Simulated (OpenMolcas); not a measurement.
Computed levels of 4d⁷ in ions with 43 electrons, in cm-1 above ⁴F_9/2.

```json
{
 "Program": "OpenMolcas 26.06",
 "Method": "RASSCF",
 "Basis": "ANO-R2",
 "Scalar Hamiltonian": "X2C, finite nucleus",
 "Spin-orbit coupling": "state interaction with AMFI integrals over the reference wave functions, term energies averaged over their components"
}
```

Active space for each ion: 13 electrons in 8 orbitals (RAS1 4p, at most 2 holes; RAS2 4d).

| Level | Rh2+ | Ag4+ |
| --- | --- | --- |
| ⁴F_7/2 | 2079 | 3476 |
| ⁴F_5/2 | 3423 | 5564 |
| ⁴F_3/2 | 4281 | 6858 |
| ⁴P_3/2 | 13697 | 16652 |
| ⁴P_5/2 | 13753 | 17129 |
| ⁴P_1/2 | 15152 | 19329 |
| ²G_9/2 | 15456 | 19368 |
| ²G_7/2 | 17441 | 22657 |
| ²D_5/2(1) | 20311 | 25763 |

**Question.** Estimate ⁴F_3/2, ⁴P_3/2, ⁴P_5/2 for Pd3+ from its neighbours Rh2+ and Ag4+.

**Answer.** ⁴F_3/2 is fine structure, which grows about as the fourth power of a screened charge, so the fourth roots are averaged: ((4281^0.25 + 6858^0.25) / 2)^4 = 5456. The calculation gives 5545, so the estimate is off by -1.6 %.
⁴P_3/2 is another term, which grows about linearly with the charge: (13697 + 16652) / 2 = 15174. The calculation gives 15186, so the estimate is off by -0.1 %.
⁴P_5/2 is another term, which grows about linearly with the charge: (13753 + 17129) / 2 = 15441. The calculation gives 15434, so the estimate is off by 0 %.

Mixed levels, with the weight of the term that names them: Pd3+ ⁴P_3/2 (71 %), Ag4+ ⁴P_3/2 (67 %).

Without dynamic correlation excited terms often stand tens of per cent too high (terms of higher spin than the ground term too low), and those without a measured partner can miss by more than the paired ones. Active for correlation alone: 4p; no level in the range computed is led by a configuration that opens it, so any true level of that kind is missing. Levels of configurations outside the active space are missing.

A number in round brackets counts repeated terms of one configuration in the order of the reference energies.
